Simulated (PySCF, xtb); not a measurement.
CH₅BiO₂, SMILES [OH][Bi]([CH3])[OH].

GFN2-xTB run with xtb at its own geometry gives an orbital gap of 6.52 eV and a dipole moment of 2.72 D.

The structure is a stationary point at B3LYP-D3(BJ)/def2-SVP. The def2 effective core potentials stand for the cores of Bi; spin–orbit coupling is left out. The values are those of a single conformer.

Question: What does PySCF with HF/def2-TZVP give? (Estimate from the structure and the level; the computed values follow.)

Answer: gap 12.15 eV (levels -10.15 and 2.00 eV), dipole 3.38 D.
